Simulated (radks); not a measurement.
The numbers below are computed, except where a source is named.
These are the eigenvalues of the occupied orbitals of an atom or ion with whole-number occupations (eV). Level of theory: Dirac Kohn-Sham, BLYP, spin-unpolarised, spherical densities, finite nucleus; Fermi nuclear charge, rms radius of each element as measured or else 0.836 A^(1/3) + 0.57 fm (a radial shooting solver on a logarithmic mesh with Libxc functionals).

| orbital | eigenvalue |
|---|---|
| 1s1/2 | -52.0654 |
| 2s1/2 | -2.7541 |

Which element is it, and in what charge state? The configuration may be excited. Open shells, if any, are shared by 2j + 1.

Answer. Z = 3, lithium, charge 0: Li in [He] 2s1. The 1s level, -1.9134 hartree, gives Z - s = 2.0 by -(Z - s)^2/2, which with screening and relativity narrows Z to a few neighbours, and the depths must fix Z and the occupations together.
